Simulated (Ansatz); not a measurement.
Ideal-gas functions of BClH₄N₂ (`NB(N)Cl`) at 600 K and 1 bar, from an Ansatz frequency run at PBE0-D4/def2-TZVP.

Molar mass 78.31 g/mol, point group C2v (symmetry number 2), electronic degeneracy 1, moments of inertia 55.894, 108.983, 164.877 u Å². Harmonic wavenumbers (cm⁻¹, unscaled): 317, 319, 347, 360, 380, 533, 584, 621, 870, 935, 1250, 1440, 1628, 1631, 3646, 3650, 3751, 3751.

Use S(trans) = R[1.5 ln M + 2.5 ln T − 1.1517]; rotational temperatures θ = 24.2544 K / I; S(rot) = R[ln(√π/σ · √(T³/θAθBθC)) + 1.5]; for each mode x = 1.438777 ν̃/T, S = R[x/(eˣ − 1) − ln(1 − e⁻ˣ)] and H = RT x/(eˣ − 1); 1 cm⁻¹ = 0.0119627 kJ/mol; R = 8.31446 J/(mol·K).

Task: By hand: the entropy, in J/(mol·K).

Result: Translation 177.8. Rotation: θ = 0.4339, 0.2226, 0.1471 K, giving 108.9. Vibration, mode by mode: 10.79, 10.74, 10.08, 9.79, 9.37, 6.82, 6.16, 5.73, 3.56, 3.15, 1.74, 1.21, 0.84, 0.83, 0.01, 0.01, 0.01, 0.01, in all 80.9. Electronic 0.0. Sum 367.6 J/(mol·K).

Task: By hand: H − E and G − E in kJ/mol, counted from the electronic energy.

Result: Zero-point energy ½ × 26013 × 0.0119627 = 155.6; thermal vibration 27.9; translation, rotation and pV give 4 RT = 20.0. H − E = 203.5 kJ/mol, and G − E = 203.5 − 600 × 367.6/1000 = -17.1 kJ/mol.

Vibration gives 22 % of the entropy. The sum counts one conformer and one mirror image; others add a mixing term.
